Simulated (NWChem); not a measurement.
Species: GaHBr$_{2}$; SMILES [Br][GaH][Br]

```xyz
4

Ga     0.0000     0.0000    -0.8005
H      0.0000     0.0000    -2.3619
Br    -1.9506     0.0000     0.4104
Br     1.9506     0.0000     0.4104
```
Atoms are numbered in this order, from 1.

Computed with NWChem. Structure relaxed at the PBE-D3(BJ)/def2-SVP level. Vzz is the largest principal value of the second derivative of the potential at the nucleus (NWChem prints the opposite sign); η is the asymmetry. Non-relativistic.

| level | Vzz Ga1 (a.u.) | η Ga1 | Vzz Br4 (a.u.) | η Br4 | relative time |
|---|---|---|---|---|---|
| PBE0/def2-TZVP | 2.546 | 0.59 | 3.832 | 0.33 | 3 |
| PBE0/def2-SVP | 1.981 | 0.66 | 3.821 | 0.32 | 1 |
| Hartree-Fock/def2-SVP | 2.266 | 0.64 | 3.474 | 0.29 | 1 |
| Hartree-Fock/cc-pVTZ | 2.625 | 0.58 | 3.373 | 0.32 | 50 |

Relative times are rough (shared machine, one core).
